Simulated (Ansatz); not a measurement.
System: chloro(dimethyl)borane, C₂H₆BCl (charge 0, singlet). 
Structure (B3LYP-D3(BJ)/def2-TZVP (Ansatz, a quantum-chemistry and plane-wave program) minimum search):
```xyz
10

B     -0.0333    -0.3893    -0.0703
Cl     0.1161     1.3567     0.2450
C      1.2757    -1.2248    -0.2117
C     -1.4656    -0.9942    -0.1890
H      1.1362    -2.2693     0.0758
H      1.5429    -1.2339    -1.2773
H      2.1290    -0.8071     0.3222
H     -1.7622    -1.3287     0.8146
H     -2.2223    -0.2828    -0.5190
H     -1.4915    -1.8817    -0.8253
```

Basis-set convergence of Hartree-Fock and CCSD correlation energies (hartree) with Ansatz. Cores are frozen in the correlated levels unless marked. No spin-orbit coupling. No relativistic terms.

```tsv
basis	functions	E(HF)	E(corr, CCSD)
aug-cc-pV(D+d)Z	155	-563.49422	-0.58989
aug-cc-pV(T+d)Z	331	___	___
```

Question: Complete the blanks.

Answer: 
- aug-cc-pV(T+d)Z, E(HF): -563.53357
- aug-cc-pV(T+d)Z, E(corr, CCSD): -0.70481
